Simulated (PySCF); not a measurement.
NaCa⁺: from constants to spectrum

RHF-CCSD(T) constants of NaCa⁺, ¹Σ⁺ (singlet), closed shell (PySCF, spin-free X2C with a Gaussian nucleus, basis sets Na x2c-SVPall, Ca x2c-SVPall; masses 22.9898 and 39.9626 u):

```
ωe              : 130.6 cm⁻¹
ωexe            : 0.473 cm⁻¹
Be              : 0.085313 cm⁻¹
αe              : 0.000443 cm⁻¹
D (centrifugal) : 1.46e-07 cm⁻¹
De to Na⁺ + Ca  : 0.85 eV
```

Task: Give the vibrational terms G(v) and spacings up to v = 3.

Result: G(v) = ωe(v+½) − ωexe(v+½)².

```tsv
v	G(v) (cm⁻¹)	G(v) − G(v−1)	Bv (cm⁻¹)
0	65.2		0.08509
1	194.8	129.7	0.08465
2	323.5	128.7	0.08421
3	451.3	127.8	0.08376
```

Task: How well does the Morse estimate ωe²/(4ωexe) reproduce De, and what is D0?

Result: It gives 1.12 eV, 131 % of the computed De. D0 = De − G(0) = 0.85 − 0.01 = 0.84 eV.

Correlated steps freeze 6 core orbitals. Correlated levels converge slowly with the basis: in double zeta they bind strong bonds too weakly, by up to about 1 eV, and carry superposition errors of some tenths. For an ion De counts to the pair picked by the measured ionisation energies or electron affinities, which need not be the lowest pair at this level.
